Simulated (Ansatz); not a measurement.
`[SiH3][SiH2][SeH]` + `BN` → `BN[SiH2][SiH3]` + H₂Se  (ligand exchange at the Si–Se bond)

Isolated molecules relaxed with PBE0-D4/def2-TZVP in Ansatz; ΔE leaves out vibrations. CCSD(T)/CBS adds triple-zeta CCSD(T) − MP2 to the extrapolated MP2 energy (def2 sets, frozen cores). This one scheme is used for every species. Functionals use def2-TZVPP. For Se outer-core shells are correlated without core-valence functions, which leaves a few kJ/mol of doubt a bond. Scalar relativity is left out up to krypton. One conformer a species, not always the lowest.

Problem. Is it downhill or uphill in electronic energy at CCSD(T)/CBS, and by how much? (An estimate is asked.)

Solution. Ansatz gave: Uphill: ΔE = +7.4 kcal/mol.

Problem. What do these levels give: r2SCAN-D4, B97M-V, CAM-B3LYP-D4, RPA@PBE/def2-TZVPP, MP2/def2-QZVPP, MP2/CBS(def2)? (Estimate.)

Solution. Ansatz gave: r2SCAN-D4 8.1, B97M-V 6.7, CAM-B3LYP-D4 5.9, RPA@PBE/def2-TZVPP 5.4, MP2/def2-QZVPP 7.8, MP2/CBS(def2) 8.3 kcal/mol.

Problem. What do rigid-rotor, harmonic-oscillator terms from PBE0-D4/def2-TZVP frequencies (298.15 K, 1 bar) make of the CCSD(T)/CBS value? (An estimate is asked.)

Solution. Computed: ΔZPE = -2.5 kcal/mol, ΔH = +5.2 kcal/mol, ΔS = -3 J/(mol·K), ΔG = +5.4 kcal/mol. Modes under 50 cm⁻¹ make the entropy rough.

Largest T1 diagnostic among the species: 0.013.

In def2-TZVPP, CCSD(T) changes the Hartree–Fock value by +0.9 kcal/mol (the triples alone add +0.3 kcal/mol) and MP2 by +1.9 kcal/mol. At CCSD(T), def2-SVP lies −1.3 kcal/mol from the extrapolated value and def2-TZVPP −1.1 kcal/mol.
